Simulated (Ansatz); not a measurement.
Ansatz (a first-principles code) input (HF/6-31G*):

Ansatz 0.2 input:
```yaml
crystal:
  periodic: [false, false, false]
  atoms:
    - {symbol: C, position_ang: [1.10126503, -0.42590153, 0.11882443]}
    - {symbol: N, position_ang: [0.05902261, 0.36914836, 0.25462138]}
    - {symbol: C, position_ang: [-1.13701915, 0.20228262, -0.27306636]}
    - {symbol: H, position_ang: [2.03612484, -0.17060416, 0.61036532]}
    - {symbol: H, position_ang: [1.07185192, -1.35069917, -0.47726420]}
    - {symbol: H, position_ang: [-1.39316111, -0.65888258, -0.90885189]}
    - {symbol: H, position_ang: [-1.91344924, 0.93786092, -0.08114727]}
basis:
  gaussian:
    orbitals: 6-31G*
hamiltonian:
  xc: {name: HF}
total_charge: -1
relax: {f_tol: 0.003, max_steps: 120}
```

From the last part of the output:

```
622 factors; integrals over basis functions are off by at most 4.6e-4 eV
mean field: 0.09 GiB planned
mean field -3602.35531054 eV, -132.3841158983 hartree, gradient 2.5e-5 eV, S^2 0.000000; 0 other end points of the search recorded, 0 dependent functions left out
the calculation of the forces begins
reference -3602.35531054 eV, -132.3841158983 hartree; 12, 12 occupied and 41, 41 virtual orbitals, 622 factors
relax step   4: F+E_penalty+E_count = -3602.35531054 eV  Δ(F+E_penalty+E_count) = -8.126e-5 eV  max|allowed force component| = 1.168e-2 eV/Å  Δτ_max = 0.0029 Å  (25 SCF iters, accepted)
these checks for a lower state are left out or cut short: starts, cluster_reference, orbital_swaps, neighbouring_geometries, increment
integrals: 0.01 GiB planned
622 factors; integrals over basis functions are off by at most 4.6e-4 eV
mean field: 0.09 GiB planned
mean field evaluation 32: about -3602.3560 eV, gradient 4.1e-5 eV
mean field -3602.35533284 eV, -132.3841167179 hartree, gradient 2.5e-5 eV, S^2 0.000000; 0 other end points of the search recorded, 0 dependent functions left out
the calculation of the forces begins
reference -3602.35533284 eV, -132.3841167179 hartree; 12, 12 occupied and 41, 41 virtual orbitals, 622 factors
relax step   5: F+E_penalty+E_count = -3602.35533284 eV  Δ(F+E_penalty+E_count) = -2.230e-5 eV  max|allowed force component| = 7.740e-4 eV/Å  Δτ_max = 0.0025 Å  (24 SCF iters, accepted)
integrals: 0.01 GiB planned
622 factors; integrals over basis functions are off by at most 4.6e-4 eV
mean field: 0.09 GiB planned
mean field -3602.35533284 eV, -132.3841167179 hartree, gradient 2.5e-5 eV, S^2 0.000000; 1 other end points of the search recorded, 0 dependent functions left out
the calculation of the forces begins
reference -3602.35533284 eV, -132.3841167179 hartree; 12, 12 occupied and 41, 41 virtual orbitals, 622 factors
Total energy: -3602.35533284 eV, -132.3841167179 hartree
Atom 0 at     1.094149    -0.426094     0.116192 Å, force     0.000645    -0.000372    -0.000008 eV/Å
Atom 1 at     0.057163     0.357515     0.246597 Å, force     0.000124     0.000774     0.000534 eV/Å
Atom 2 at    -1.130573     0.198284    -0.273324 Å, force    -0.000703     0.000007    -0.000244 eV/Å
Atom 3 at     2.020822    -0.165862     0.607969 Å, force     0.000370     0.000145     0.000222 eV/Å
Atom 4 at     1.074376    -1.343587    -0.471869 Å, force     0.000096    -0.000490    -0.000276 eV/Å
Atom 5 at    -1.393292    -0.651026    -0.903922 Å, force    -0.000237    -0.000396    -0.000335 eV/Å
Atom 6 at    -1.898010     0.933975    -0.078161 Å, force    -0.000293     0.000331     0.000106 eV/Å
Dipole moment:    -0.014819    -0.092683    -0.063928 e Å
```

The dipole moment of an ion depends on the origin.
